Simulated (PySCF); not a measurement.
C4H10OSi, SMILES C[C@@]1([SiH3])CCO1.

Coordinates come from a B3LYP-D3(BJ)/def2-SVP optimisation. The structure was generated by enumeration; whether it is a known compound was not checked.

Level of theory: TDA-PBE/def2-SVPD run with PySCF.

Vertical excitations. The molecule is in vacuum.

Estimate the UV-visible absorptions. (An estimate is asked for; the answer gives what the named calculation found.)


| state | energy (eV) | λ (nm) | f | main pairs |
|---|---|---|---|---|
| S1 | 5.26 | 235 | 0.002 | HOMO→LUMO 98 % |
| S2 | 5.71 | 217 | 0.009 | HOMO→LUMO+1 94 % |
| S3 | 5.92 | 209 | 0.048 | HOMO→LUMO+2 79 %, HOMO→LUMO+4 16 % |
| S4 | 6.04 | 205 | 0.030 | HOMO→LUMO+3 74 %, HOMO→LUMO+4 24 % |
| S5 | 6.16 | 201 | 0.059 | HOMO→LUMO+4 58 %, HOMO→LUMO+3 23 %, HOMO→LUMO+2 13 % |
| S6 | 6.29 | 197 | 0.014 | HOMO→LUMO+5 99 % |
| T1 | 5.12 | 242 | 0 | HOMO→LUMO 99 % |
| T2 | 5.39 | 230 | 0 | HOMO→LUMO+1 96 % |
Triplets are in the Tamm–Dancoff approximation.
